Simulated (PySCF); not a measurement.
Si(H)2(SeH)2 (H4Se2Si), SMILES [SeH][SiH2][SeH].

The structure is a stationary point at PBE0-D3(BJ)/def2-SVP. The structure was generated by enumeration, and PubChem lists no compound with its InChIKey, so it may never have been made. Other conformers were not sampled.

All values below come from TDDFT-PBE/def2-SVPD in PySCF.

Vertical excitations.  State labels are in the subgroup C2.

```csv
state,symmetry,energy (eV),λ (nm),f,main pairs
S1,B,4.47,277,0.010,HOMO→LUMO 96 %
S2,A,4.77,260,0.001,HOMO−1→LUMO 99 %
S3,A,5.06,245,0.005,HOMO→LUMO+2 96 %
S4,B,5.08,244,0.089,HOMO→LUMO+1 94 %
S5,A,5.37,231,0.020,HOMO−1→LUMO+1 95 %
S6,B,5.46,227,0.015,HOMO−1→LUMO+2 95 %
S7,A,5.60,221,0.008,HOMO→LUMO+3 97 %
S8,B,5.98,207,0.023,HOMO−1→LUMO+3 84 %
S9,B,5.99,207,0.001,HOMO→LUMO+4 92 %
S10,A,6.09,204,0.002,HOMO→LUMO+5 94 %
T1,B,4.14,300,0,HOMO→LUMO 99 %
T2,A,4.52,274,0,HOMO−1→LUMO 98 %
T3,B,4.75,261,0,HOMO→LUMO+1 97 %
T4,A,4.80,258,0,HOMO→LUMO+2 96 %
```
Triplets are in the Tamm–Dancoff approximation, which puts them higher than full response would, so one can lie above its singlet here.
